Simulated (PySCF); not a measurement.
CH₆Al₂O₄, SMILES [OH][Al]([OH])[CH2][Al]([OH])[OH]. Atoms are numbered in the order given.

```xyz
13

Al    -1.5541    -0.2872     0.0595
O     -1.5910     1.3242    -0.4947
O     -2.8914    -1.3087    -0.2001
C      0.0729    -0.9473     0.8896
Al     1.5532     0.0383     0.1576
O      3.0683    -0.4961    -0.4080
O      1.2345     1.7152    -0.0433
H     -0.7563     1.8105    -0.4058
H     -3.6851    -1.0195    -0.6539
H      0.1634    -2.0439     0.8564
H      0.0017    -0.6502     1.9551
H      3.4028    -1.3926    -0.3666
H      1.8841     2.3385    -0.3759
```

Geometry optimised at PBE0-D3(BJ)/def2-SVP. The structure was generated by enumeration; whether it is a known compound was not checked. Other conformers were not sampled.

All values below come from TDA-LC-ωPBE/def2-SVPD (PySCF).

Vertical excitations. The molecule is in vacuum.

Estimate the UV-visible absorptions. (The exact figures need the calculation; the answer reports its results.)


```csv
state,energy (eV),λ (nm),f,main pairs
S1,6.92,179,0.149,HOMO→LUMO 76 %
S2,7.41,167,0.096,HOMO→LUMO+2 77 %
S3,7.57,164,0.007,"HOMO−1→LUMO 50 %, HOMO−1→LUMO+1 21 %"
S4,7.78,159,0.012,"HOMO−3→LUMO 34 %, HOMO−2→LUMO 24 %"
S5,7.92,157,0.069,"HOMO−2→LUMO 39 %, HOMO−3→LUMO 21 %"
S6,8.04,154,0.010,"HOMO−2→LUMO+2 19 %, HOMO→LUMO+1 18 %, HOMO→LUMO+4 17 %, HOMO−4→LUMO 9 %"
T1,6.42,193,0,HOMO→LUMO 71 %
T2,6.82,182,0,HOMO→LUMO+2 79 %
```
Triplets are in the Tamm–Dancoff approximation.
